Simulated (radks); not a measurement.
The numbers below are computed, except where a source is named.
Initial-state core-level shifts of the iron ion Fe+ when its valence configuration changes from [Ar] 3d6 4s1. Level of theory: scalar-relativistic Kohn-Sham, PBE, spin-unpolarised, spherical densities, finite nucleus; Fermi nuclear charge, rms radius 3.7377 fm (a radial shooting solver on a logarithmic mesh with Libxc functionals). Shifts are changes of the shell-averaged eigenvalues in eV (positive: less bound); the change of the density at the nucleus, which sets a Mossbauer isomer shift, is in e/bohr^3, on a base of 1.521e+04.

\begin{tabular}{lrrrrr}
valence & 1s & 2p & 3s & 3p & density at nucleus \\ \hline
3d7 & +5.322 & +5.920 & +5.374 & +5.213 & -8.667 \\
3d5 4s2 & -6.786 & -7.596 & -6.544 & -6.333 & +11.782 \\
3d5.5 4s1.5 & -3.220 & -3.598 & -3.144 & -3.044 & +5.464 \\
3d5 4s1 4p1 & -8.259 & -9.013 & -8.003 & -7.785 & +3.533 \\
3d6 4p1 & -1.492 & -1.412 & -1.489 & -1.488 & -7.420 \\
3d5.5 4s1 4p0.5 & -3.974 & -4.318 & -3.893 & -3.791 & +1.635 \\
3d6.5 4s0.5 & +2.853 & +3.178 & +2.851 & +2.764 & -4.682 \\
3d6.5 4p0.5 & +2.103 & +2.474 & +2.101 & +2.012 & -8.150 \\
3d6 4s0.5 4p0.5 & -0.756 & -0.716 & -0.754 & -0.754 & -3.635 \\
\end{tabular}
